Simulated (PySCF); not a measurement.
Beryllium: a sound run and one with changed settings

Sound run: Be⁺ [He] 2s1, Be²⁺ 1s2. Computed with PySCF 2.14 in pcseg-2 (4s2p1d, 15 functions), with no relativity, point nucleus. The sound run starts from symmetry-adapted Hartree-Fock orbitals and uses a fine grid where one is needed.

Changed run: radial step 0.8 in ln r (0.13 in the sound run). This setting is unsound on purpose.

```json
{"species": "Be⁺", "method": "UHF", "sound run (hartree)": "-14.27536", "changed run (hartree)": "-14.27536", "converged": "yes"}
{"species": "Be⁺", "method": "MN15", "sound run (hartree)": "-14.33343", "changed run (hartree)": "-14.33083", "converged": "yes"}
{"species": "Be⁺", "method": "LDA", "sound run (hartree)": "-14.11348", "changed run (hartree)": "-14.12287", "converged": "yes"}
{"species": "Be²⁺", "method": "UHF", "sound run (hartree)": "-13.60953", "changed run (hartree)": "-13.60953", "converged": "yes"}
{"species": "Be²⁺", "method": "MN15", "sound run (hartree)": "-13.67154", "changed run (hartree)": "-13.64566", "converged": "yes"}
{"species": "Be²⁺", "method": "LDA", "sound run (hartree)": "-13.44371", "changed run (hartree)": "-13.44693", "converged": "yes"}
```

Ionisation energy of Be⁺:

| method | sound run (eV) | changed run (eV) |
| --- | --- | --- |
| UHF | 18.118 | 18.118 |
| MN15 | 18.011 | 18.644 |
| LDA | 18.225 | 18.393 |

A coarse radial grid mis-integrates the density and the exchange-correlation energy, with errors of either sign; Hartree-Fock needs no grid.

For comparison, NIST gives 18.211 eV between the lowest levels.
